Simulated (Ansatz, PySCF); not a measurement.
This triplet is an excited state, 2.77 eV above the relaxed singlet at the level frozen-core CCSD(T)/cc-pVTZ // B3LYP-D3(BJ)/def2-TZVP (Ansatz, an electronic-structure program).

B3LYP has the VWN-RPA correlation part, as in Gaussian. 

Z-matrix (Å, degrees):
```
Ge
O 1 1.8103
H 2 0.9668 1 110.24
Cl 1 2.1961 2 117.78 3 -96.78
```
Charge 0, spin multiplicity 3.

Question: Give the total energy, dipole moment and highest occupied spin orbital at the level B3LYP-D3(BJ)/def2-TZVP run with PySCF.

Answer: 
* **total energy**: -2613.1117 Ha
* **dipole moment**: 1.94 D
* **highest occupied spin orbital**: -4.81 eV
